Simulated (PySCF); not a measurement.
C2H8BNO2, SMILES COCB(N)O.

Geometry optimised at B3LYP-D3(BJ)/def2-SVP. This is a generated structure with no PubChem entry under its InChIKey; it may be hypothetical. One conformer was computed; it need not be the lowest.

All values below come from PySCF with PBE0/def2-TZVP.

Symmetry labels are those of the subgroup Cs that the program uses (full group Cs).

Computed valence orbital energies around the gap with their symmetry:
```tsv
orbital	symmetry	energy (eV)
HOMO−7	A'	-12.37
HOMO−6	A"	-11.16
HOMO−5	A'	-11.15
HOMO−4	A"	-9.90
HOMO−3	A'	-9.43
HOMO−2	A'	-8.50
HOMO−1	A"	-7.58
HOMO	A"	-7.40
LUMO	A'	0.86
LUMO+1	A'	1.36
LUMO+2	A'	1.81
LUMO+3	A"	1.93
```
